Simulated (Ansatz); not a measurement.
Molecule: CH4BO2, charge -1, multiplicity 1. It need not be the lowest isomer of its formula. Whether it binds its extra electron was not tested at this geometry. 
Structure (B3LYP-D3(BJ)/def2-TZVP (Ansatz, a quantum-chemistry and plane-wave program) minimum search):
SMILES: CB([O-])O
```xyz
8

C     -1.4875    -0.0909    -0.1357
B      0.1192     0.1416    -0.0282
O      0.7660     1.2323    -0.2748
O      0.7682    -1.0877     0.4000
H     -1.9147    -0.4023     0.8266
H     -2.0000     0.8198    -0.4564
H     -1.7321    -0.8895    -0.8485
H      1.7019    -0.8470     0.4318
```
Charge -1, spin multiplicity 1.

Total electronic energies in hartree. Valence correlation only, unless marked. No spin-orbit coupling. No relativistic terms. CBS marks a two-point X^-3 extrapolation of the correlation energy; Hartree-Fock from the larger set.

```
level                                        program  energy (Eh)
------------------------------------  --------------  -----------
HF/cc-pwCVTZ                                  Ansatz   -214.79593
PBE0/6-31G*                                   Ansatz   -215.66949
PBE0/def2-TZVP                                Ansatz   -215.78750
CAM-B3LYP-D4/def2-TZVPD               Ansatz + dftd4   -215.96332
MP2/6-31G*                                    Ansatz   -215.27082
SCS-MP2/6-31G                                 Ansatz   -215.01101
SCS-MP2/aug-cc-pVDZ                           Ansatz   -215.38764
CCSD(T)/STO-3G                                Ansatz   -211.93990
CCSD(T)/CBS(aug-cc-pVTZ,aug-cc-pVQZ)          Ansatz    -215.7328
```

Totals of different functionals don't rank their quality; only differences between species are comparable.
